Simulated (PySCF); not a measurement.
# Reading the logs of faulty runs: AlBCGeH6

These are calculations, not measurements. The program is PySCF 2.14.0, an open-source quantum chemistry code, run on an isolated molecule that a program drew, which may never have been made. The molecule is AlBCGeH6 (charge 0, singlet), drawn as the SMILES string `B[CH]([Al])[GeH3]`.

Each row is a Hartree-Fock (HF) and frozen-core CCSD(T) single point in the cc-pV(D+d)Z basis, meant for a local HF minimum. Run 1 is clean. Each other run has one planted mistake out of seven kinds, and not every kind appears here: one electron removed, one electron added, multiplicity raised by two, geometry at a saddle point, minimal basis STO-3G, one bond length entered in bohr, all coordinates scaled. The reference is restricted for singlets and unrestricted otherwise, and also for a bond in bohr. Adding or removing an electron swaps singlet and doublet. Electrons count all cores. HOMO and LUMO are orbital energies over both spins, the gradient is its largest component, and the lowest frequency (negative if imaginary) is given only where the gradient is small. Bond lengths are over the 9 bonds as drawn. T1 is the CCSD diagnostic: over 0.02 (restricted) or 0.045 (unrestricted) a single reference is doubtful. Germanium has the cc-pVDZ-PP basis, with a core potential (ECP10MDF) in place of its 10 inner electrons, and its 3s, 3p and 3d shells are frozen in CCSD(T).

Geometry of the clean run:
```xyz
10
AlBCGeH6, angstrom
B     0.3882   -0.2806    3.2995
C     0.9642    0.1515    1.9443
Al    1.3052    2.1562    1.8022
Ge   -0.1082   -0.3906    0.3773
H     1.1023   -0.6312    4.2052
H    -0.7978   -0.2257    3.5160
H     2.0091   -0.1748    1.8024
H     0.0262   -1.8935    0.1108
H    -1.5830   -0.0420    0.6056
H     0.3651    0.3487   -0.8902
```

```
run  electrons  basis functions  <S^2>  HOMO (eV)  LUMO (eV)  gradient (hartree/bohr)  lowest frequency (cm^-1)  mean bond (Å)  longest bond (Å)      T1  HF (hartree)  CCSD(T) (hartree)                          mistake
  1         62              104  0.000      -8.01       0.88                  2.0e-05                        61         1.5189             2.038  0.0147    -601.30501         -601.75586                         no fault
  2         62              104  0.652      -8.22       0.76                  2.7e-02                         -         1.6382             2.281  0.0649    -601.18609         -601.63998  one bond length entered in bohr
  3         62              104  2.007      -6.36      -0.16                  1.8e-02                         -         1.5189             2.038  0.0426    -601.24970         -601.67391       multiplicity raised by two
  4         62              104  0.000      -8.05       0.70                  4.4e-02                         -         1.6359             2.195  0.0157    -601.26508         -601.72484           all coordinates scaled
  5         61              104  0.788     -15.52      -6.19                  3.6e-02                         -         1.5189             2.038  0.0172    -601.04493         -601.45985             one electron removed
  6         63              104  0.844      -0.19       5.85                  3.1e-02                         -         1.5189             2.038  0.0419    -601.29145         -601.75798                                ?
```

**Which mistake was planted in run 6, and what did it cost?**

It counts 63 electrons, one more than the clean run, at the same geometry and basis. So the mistake is: one electron added. Subtracting run 1 and multiplying by 627.51 kcal/mol a hartree, the energy moved by 8.5 kcal/mol in HF and -1.3 kcal/mol in CCSD(T).

Cautions from the logs. Run 2: T1 is over the limit, so its CCSD(T) energy is less reliable.
